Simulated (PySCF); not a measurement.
SMILES B(O)(O)[SiH2]C=O (CH5BO3Si) (GFN2-xTB optimised geometry):

```
11

O      2.256    -0.100    -0.004
C      1.622    -1.134     0.000
Si    -0.313    -1.134     0.000
B     -0.795     0.787     0.000
O     -2.100     1.144     0.004
O      0.133     1.772    -0.004
H      2.182    -2.091     0.004
H     -0.633    -1.973     1.166
H     -0.631    -1.972    -1.168
H     -2.256     2.091     0.003
H      1.055     1.483    -0.006
```

Level of theory: CAM-B3LYP/def2-TZVP (PySCF).

**Question.** What are the frontier orbital energies and the dipole moment?

**Answer.** HOMO-2 -10.93 eV, HOMO-1 -10.28 eV, HOMO -8.63 eV, LUMO -0.46 eV, LUMO+1 0.74 eV; dipole moment 1.01 D.

On the same geometry PBE/def2-TZVP run with PySCF gives HOMO-2 -7.79 eV, HOMO-1 -7.45 eV, HOMO -5.78 eV, LUMO -2.86 eV, LUMO+1 -1.33 eV; dipole moment 0.65 D.

Meta-Löwdin charges at CAM-B3LYP/def2-TZVP: O1 -0.40, C2 0.09, Si3 0.43, B4 0.27, O5 -0.52, O6 -0.52, H7 0.08, H8 -0.08, H9 -0.08, H10 0.35, H11 0.36.
